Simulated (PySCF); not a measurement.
**Optical rotation: `InChI=1S/C3H7FSi/c1-5-2-3(5)4/h3,5H,2H2,1H3/t3-,5-/m1/s1`**

Cartesian coordinates in Å; atom numbers follow the order of the lines, from 1:
```xyz
12

C     1.523    0.100   -1.114
Si    0.542   -0.398    0.419
C    -1.321   -0.653    0.251
C    -0.943    0.676    0.915
F    -1.261    1.798    0.183
H     0.914    0.710   -1.775
H     2.402    0.678   -0.844
H     1.859   -0.771   -1.669
H     1.218   -1.081    1.510
H    -1.790   -0.546   -0.717
H    -1.865   -1.346    0.878
H    -1.276    0.835    1.935
```

Computed, not measured: PySCF, TDDFT BHandHLYP/aug-cc-pVDZ circular dichroism and optical rotation, one conformer, gas phase. Geometry: GFN2-xTB.

Stereocentres: Si2 R, C4 R.

Problem. What is the specific rotation at 633, 589.3, 546, 436, 405, 365, 355 nm?

Solution. [α] in deg dm⁻¹ (g/mL)⁻¹:
| λ (nm) | origin-invariant length gauge | modified velocity gauge | length gauge (centre of mass) | isotropic polarisability (au) |
| --- | --- | --- | --- | --- |
| 633 | -1.7 | +11.2 | -0.3 | 65.3 |
| 589.3 | -0.3 | +14.9 | +1.4 | 65.5 |
| 546 | +2.4 | +20.4 | +4.4 | 65.9 |
| 436 | +25.0 | +56.2 | +28.6 | 67.4 |
| 405 | +43.2 | +81.0 | +47.6 | 68.1 |
| 365 | +90.5 | +141.0 | +96.5 | 69.3 |
| 355 | +110.2 | +165.1 | +116.7 | 69.7 |

Where the gauges differ in sign the basis doesn't settle the rotation.

The first excitation lies at 5.99 eV (207 nm) with R = +35.8 × 10⁻⁴⁰ esu² cm² (velocity form).
